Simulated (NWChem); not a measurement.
Species: C$_{3}$H$_{4}$Cl$_{2}$Si; SMILES C#C[Si](C)(Cl)Cl

All runs: NWChem. Structure relaxed at the PBE0/def2-SVP level.

Question: Estimate the computed values for LDA (Slater exchange, VWN5)/def2-SVP. Quantities: highest occupied level (eV); orbital gap (eV); dipole (D).

Answer: The highest occupied level (eV) comes out as -7.29. The orbital gap (eV) is 5.73 and the dipole (D) is 2.20.
